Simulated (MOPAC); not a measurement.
MOPAC input (PM7):

```
PM7 PRECISE GNORM=0.05 LET XYZ CHARGE=1 GEO-OK AUX(PRECISION=9) THREADS=1
H2BO2

O     1.12597235 1    0.31349809 1   -0.45928207 1
B     0.00766325 1   -0.00083978 1    0.02086262 1
O    -1.16366227 1   -0.30936783 1    0.35667418 1
H     2.03405412 1   -0.00587611 1   -0.34018973 1
H    -1.77085104 1   -0.02296707 1    1.05673972 1
```

Output:

```
 *******************************************************************************
 **                                                                           **
 **                              MOPAC v23.2.5                                **
 **                                                                           **
 *******************************************************************************
 ** MOPAC's Digital Object Identifier: https://doi.org/10.5281/zenodo.6511958 **
 **                                                                           **
 ** Please cite the open-source release paper for use of this MOPAC version:  **
 ** J. E. Moussa and J. J. P. Stewart (2026)                                  **
 ** MOPAC: An open-source semiempirical molecular orbital program             **
 ** J. Open Source Softw., 11(119), 8025, https://doi.org/10.21105/joss.08025 **
 *******************************************************************************

                              PM7 CALCULATION RESULTS

 *******************************************************************************
 *  PM7        - The PM7 Hamiltonian to be used
 *  GEO-OK     - OVERRIDE INTERATOMIC DISTANCE AND OTHER SAFETY CHECKS
 *
 *
 *
 *                 CHARGE ON SYSTEM = +1
 *
 *
 *
 *  LET        - OVERRIDE SOME SAFETY CHECKS
 *  PRECISE    - TIGHTER CRITERIA TO BE USED
 *  XYZ        - CARTESIAN COORDINATE SYSTEM TO BE USED
 *  GNORM      - EXIT WHEN GRADIENT NORM DROPS BELOW 0.050
 *  AUX        - OUTPUT AUXILIARY INFORMATION
 *******************************************************************************
PM7 PRECISE GNORM=0.05 LET XYZ CHARGE=1 GEO-OK AUX(PRECISION=9) THREADS=1
 H2BO2

   ATOM   CHEMICAL          X               Y               Z
  NUMBER   SYMBOL      (ANGSTROMS)     (ANGSTROMS)     (ANGSTROMS)

     1       O          1.12597235  *   0.31349809  *  -0.45928207  *
     2       B          0.00766325  *  -0.00083978  *   0.02086262  *
     3       O         -1.16366227  *  -0.30936783  *   0.35667418  *
     4       H          2.03405412  *  -0.00587611  *  -0.34018973  *
     5       H         -1.77085104  *  -0.02296707  *   1.05673972  *

          CARTESIAN COORDINATES

    NO.       ATOM           X           Y           Z

     1         O          1.1260      0.3135     -0.4593
     2         B          0.0077     -0.0008      0.0209
     3         O         -1.1637     -0.3094      0.3567
     4         H          2.0341     -0.0059     -0.3402
     5         H         -1.7709     -0.0230      1.0567

 General Reference for PM7:
 "Optimization of Parameters for Semiempirical Methods VI: More Modifications to the
 NDDO Approximations and Re-optimization of Parameters", J. J. P. Stewart, J. Mol. Mod., 1:32, 19 (2013)
 https://link.springer.com/article/10.1007/s00894-012-1667-x

           Empirical Formula: H2 O2 B  =     5 atoms

      MOLECULAR POINT GROUP   :   C2

      RHF CALCULATION, NO. OF DOUBLY OCCUPIED LEVELS = 8

          Geometry optimization using EF

          DIAGONAL MATRIX USED AS START HESSIAN

 CYCLE:     1  GRAD.:    23.500 HEAT:  52.53468
 CYCLE:     2  GRAD.:   104.063 HEAT:  55.55551
 CYCLE:     3  GRAD.:    26.162 HEAT:  51.95842
 CYCLE:     4  GRAD.:    36.068 HEAT:  51.91567
 CYCLE:     5  GRAD.:     9.026 HEAT:  50.79784
 CYCLE:     6  GRAD.:     9.984 HEAT:  50.35935
 CYCLE:     7  GRAD.:    29.913 HEAT:  49.84790
 CYCLE:     8  GRAD.:   203.993 HEAT:  55.70395
 CYCLE:     9  GRAD.:    22.612 HEAT:  49.45991
 CYCLE:    10  GRAD.:    31.511 HEAT:  49.36469
 CYCLE:    11  GRAD.:     5.181 HEAT:  49.11857
 CYCLE:    12  GRAD.:     4.139 HEAT:  49.02996
 CYCLE:    13  GRAD.:     6.993 HEAT:  48.95521
 CYCLE:    14  GRAD.:     7.017 HEAT:  48.95323
 CYCLE:    15  GRAD.:     1.423 HEAT:  48.92968
 CYCLE:    16  GRAD.:     1.251 HEAT:  48.92670
 CYCLE:    17  GRAD.:     0.510 HEAT:  48.92486
 CYCLE:    18  GRAD.:     0.663 HEAT:  48.92295
 CYCLE:    19  GRAD.:     0.704 HEAT:  48.92165
 CYCLE:    20  GRAD.:     0.487 HEAT:  48.91913
 CYCLE:    21  GRAD.:     0.328 HEAT:  48.91823
 CYCLE:    22  GRAD.:     0.367 HEAT:  48.91844
 CYCLE:    23  GRAD.:     0.033 HEAT:  48.91758

     GRADIENT =  0.03312 IS LESS THAN CUTOFF =  0.05000

 -------------------------------------------------------------------------------
 PM7 PRECISE GNORM=0.05 LET XYZ CHARGE=1 GEO-OK AUX(PRECISION=9) THREADS=1
 H2BO2

     GEOMETRY OPTIMISED USING EIGENVECTOR FOLLOWING (EF).
     SCF FIELD WAS ACHIEVED

                              PM7 CALCULATION
                                                       MOPAC v23.2.5 Linux

          FINAL HEAT OF FORMATION =         48.91758 KCAL/MOL =     204.67115 KJ/MOL

          COSMO AREA              =         73.59 SQUARE ANGSTROMS
          COSMO VOLUME            =         53.71 CUBIC ANGSTROMS

          GRADIENT NORM           =          0.03312          =       0.01481 PER ATOM
          IONIZATION POTENTIAL    =         19.351400 EV
          HOMO LUMO ENERGIES (EV) =        -19.351 -5.825
          NO. OF FILLED LEVELS    =          8
          MOLECULAR WEIGHT        =         44.8246         POINT GROUP:  D*h

          MOLECULAR DIMENSIONS (Angstroms)

            Atom       Atom       Distance
            H     5    H     4     4.35084
            O     3    H     4     0.00077
            O     1    O     3     0.00047

          SCF CALCULATIONS        =         24

   ATOM   CHEMICAL          X               Y               Z
  NUMBER   SYMBOL      (ANGSTROMS)     (ANGSTROMS)     (ANGSTROMS)

     1       O          1.16220881  *   0.17909039  *  -0.38773534  *
     2       B          0.01045563  *  -0.00110897  *   0.02849847  *
     3       O         -1.14138826  *  -0.18152358  *   0.44434227  *
     4       H          2.03488188  *   0.31520206  *  -0.70234231  *
     5       H         -2.01394219  *  -0.31701347  *   0.75953873  *

                             CARTESIAN COORDINATES

   1    O        1.162208811     0.179090391    -0.387735344
   2    B        0.010455632    -0.001108967     0.028498471
   3    O       -1.141388260    -0.181523576     0.444342267
   4    H        2.034881882     0.315202061    -0.702342308
   5    H       -2.013942187    -0.317013468     0.759538728

           Empirical Formula: H2 O2 B  =     5 atoms

      MOLECULAR POINT GROUP   :   D*h

                  EIGENVALUES
 -37.87035 -35.37802 -27.05550 -25.99894 -21.74649 -21.74649 -19.35140 -19.35140
  -5.82451  -5.82451  -4.55241  -2.70708   0.19454   0.55344

              NET ATOMIC CHARGES AND DIPOLE CONTRIBUTIONS

  ATOM NO.   TYPE          CHARGE      No. of ELECS.   s-Pop       p-Pop
    1          O          -0.502606        6.5026     1.57487     4.92774
    2          B           1.054564        1.9454     0.50622     1.43921
    3          O          -0.502588        6.5026     1.57486     4.92773
    4          H           0.475316        0.5247     0.52468
    5          H           0.475313        0.5247     0.52469
 DIPOLE           X         Y         Z       TOTAL
 POINT-CHG.     0.000     0.002     0.002     0.003
 HYBRID         0.000     0.000     0.000     0.000
 SUM            0.000     0.002     0.002     0.003

          ATOMIC ORBITAL ELECTRON POPULATIONS

     Atom    s        px        py        pz
    1  O   1.57487   1.41666   1.77497   1.73610
    2  B   0.50622   0.55580   0.43515   0.44826
    3  O   1.57486   1.41669   1.77501   1.73603
    4  H   0.52468
    5  H   0.52469

 **********************
 *                    *
 * JOB ENDED NORMALLY *
 *                    *
 **********************

 == MOPAC DONE ==
```

The dipole moment of an ion depends on the origin.
